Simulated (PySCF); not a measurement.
# [C2H5GeOS]-: core ionisation energies

Compound: C₂H₅GeOS (charge -1).
Numbering: `[CH2:1]=[C:2]([S-:3])[O:4][GeH3:5]`

The calculation used delta-SCF UKS SCAN, pcX-2 on the ionised atom, pcseg-1 elsewhere, spin-free X2C (PySCF). Each binding energy is the total energy of the core-ionised species, with the hole localised on one atom, minus that of the ground state; both are solved self-consistently, so orbital relaxation is included.

Problem. List the computed XPS lines with their assignment.

Solution. 
```tsv
atom(s)	environment	level	binding energy (eV)	above the level's lowest (eV)	count
C1	carbon bonded to C and 2 H	C 1s	284.44	0.00	1
C2	vinylic carbon bearing oxygen	C 1s	287.29	+2.85	1
S3	sulfur bonded to C	S 1s	2470.32	0.00	1
O4	oxygen bonded to C and Ge	O 1s	532.81	0.00	1
```

The listed C 1s values span 2.85 eV, from C1 (bonded to C (double bond) and 2 H) to C2 (bonded to O, S and C (double bond)).

Problem. Express the binding energy of C 1s of C2 in atomic units and per mole.

Solution. 287.29 eV = 10.5577 Eh = 27719 kJ/mol.

Not every level is listed. Spin contamination (⟨S²⟩ against 0.75 for a pure doublet) is marked for C 1s of C2 (0.92), which makes this value less certain. No level of germanium is listed. The species carries charge -1, so core ionisation leaves a neutral species. The basis sets have no added diffuse functions. Isolated species at its PBE0-D3(BJ)/def2-SVP geometry (one conformer only). The geometry's basis has no diffuse functions, a weakness for an anion.

Conformer computed: `[CH2:1]=[C:2]([S-:3])[O:4][GeH3:5]`: C1–C2–O4–Ge5 180°.
